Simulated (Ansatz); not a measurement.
`CC[Si]Cl`. Charge 0, multiplicity 1.

```
atom   x (Å)   y (Å)   z (Å)
  C1  -0.843   0.374   0.228
  C2   0.227  -0.154  -0.712
 Si3   1.898  -0.811  -0.113
 Cl4   1.724  -0.567   1.957
  H5  -1.730   0.705  -0.318
  H6  -0.474   1.220   0.812
  H7  -1.155  -0.391   0.941
  H8  -0.157  -0.981  -1.333
  H9   0.512   0.604  -1.462
```

Q: What are the harmonic wavenumbers in cm⁻¹ at PBE0-D4/def2-TZVP (Ansatz, finite differences of forces, unscaled)? (An estimate is asked.)

A: Computed: 22, 164, 210, 356, 509, 512, 598, 915, 963, 1064, 1241, 1245, 1403, 1413, 1485, 1493, 2978, 3006, 3052, 3119, 3132.

Q: Is this a minimum?

A: Yes, all 21 modes are real.

Q: Give the ideal-gas thermochemistry at 298.15 K and 1 bar (rigid rotor, harmonic oscillator; point group Cs, symmetry number 1).

A: Zero-point energy 172.8 kJ/mol; H(298) − E = 191.0 kJ/mol; entropy 335.3 J/(mol·K), of which translation 165.3, rotation 110.3, vibration 59.7; G(298) − E = 91.1 kJ/mol. Modes under 100 cm⁻¹ are hindered rotations or soft bends, so the harmonic entropy is rough.

Q: Rotational constants (cm⁻¹)?

A: 0.2211, 0.1052, 0.07317.
